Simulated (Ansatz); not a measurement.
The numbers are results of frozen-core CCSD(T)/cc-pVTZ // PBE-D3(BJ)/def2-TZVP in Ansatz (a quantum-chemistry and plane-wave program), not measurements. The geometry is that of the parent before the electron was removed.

Ansatz 0.2 input:
```yaml
crystal:
  periodic: [false, false, false]
  atoms:
    - { symbol: C, position_ang: [2.015532, 0.581386, 0.022092] }
    - { symbol: C, position_ang: [1.045651, -0.11767, -0.176267] }
    - { symbol: O, position_ang: [0.031307, -0.901412, -0.40048] }
    - { symbol: C, position_ang: [-1.264373, -0.288662, -0.164527] }
    - { symbol: H, position_ang: [2.879536, 1.186373, 0.192548] }
    - { symbol: H, position_ang: [-1.343762, 0.022796, 0.886414] }
    - { symbol: H, position_ang: [-1.393359, 0.578137, -0.827705] }
    - { symbol: H, position_ang: [-2.004179, -1.06242, -0.393791] }
basis:
  gaussian: { orbitals: cc-pVTZ }
correlation:
  method: ccsd_t
total_charge: 1
magnetization:
  spin_polarized: true
  initial_magnetization: 1
```

Output:

```
Functional definition: HF
1014 factors; integrals over basis functions are off by at most 9.7e-4 eV
mean field evaluation 1: about -5179.3847 eV, gradient 2.5e1 eV
mean field evaluation 2: about -5179.3906 eV, gradient 2.5e1 eV
mean field evaluation 4: about -5182.3542 eV, gradient 4.4e0 eV
mean field evaluation 8: about -5182.4645 eV, gradient 3.1e-1 eV
mean field evaluation 16: about -5179.3835 eV, gradient 2.5e1 eV
mean field evaluation 32: about -5182.4731 eV, gradient 9.9e-3 eV
mean field evaluation 64: about -5182.4681 eV, gradient 2.8e-1 eV
mean field evaluation 96: about -5177.7918 eV, gradient 4.8e0 eV
mean field evaluation 128: about -5181.9969 eV, gradient 6.4e-4 eV
mean field -5182.47309851 eV, -190.4523735637 hartree, gradient 1.6e-6 eV, S^2 0.785122; 6 other end points of the search recorded, 0 dependent functions left out
determinant -5182.47309851 eV, -190.4523735637 hartree, with singles and doubles -5201.51851248 eV, -191.1522796177 hartree
determinant -5181.99690877 eV, -190.4348739136 hartree, with singles and doubles -5200.80888033 eV, -191.1262011173 hartree
4 core orbitals not correlated
reference -5182.47309851 eV, -190.4523735637 hartree; 11, 10 occupied and 161, 162 virtual orbitals, 1014 factors
second order -18.02012979 eV of doubles, -0.00000000 eV of singles
cycle   1  -18.80968602 eV  change    -1.6e0 eV  update   2.5e-2
cycle   2  -18.86021656 eV  change   -5.1e-2 eV  update   6.4e-3
cycle   3  -18.85566327 eV  change    4.6e-3 eV  update   3.4e-3
cycle   4  -18.85879777 eV  change   -3.1e-3 eV  update   2.2e-3
cycle   5  -18.86059730 eV  change   -1.8e-3 eV  update   1.4e-3
cycle   6  -18.86166889 eV  change   -1.1e-3 eV  update   5.3e-4
cycle   7  -18.86205423 eV  change   -3.9e-4 eV  update   2.0e-4
cycle   8  -18.86222257 eV  change   -1.7e-4 eV  update   7.0e-5
cycle   9  -18.86220598 eV  change    1.7e-5 eV  update   3.5e-5
cycle  10  -18.86218099 eV  change    2.5e-5 eV  update   1.6e-5
perturbative correction -0.85047554 eV, -0.0312543996 hartree
Total energy: -5202.18575504 eV, -191.1768003294 hartree
```

Cost: about 110 core-seconds (a rough figure).
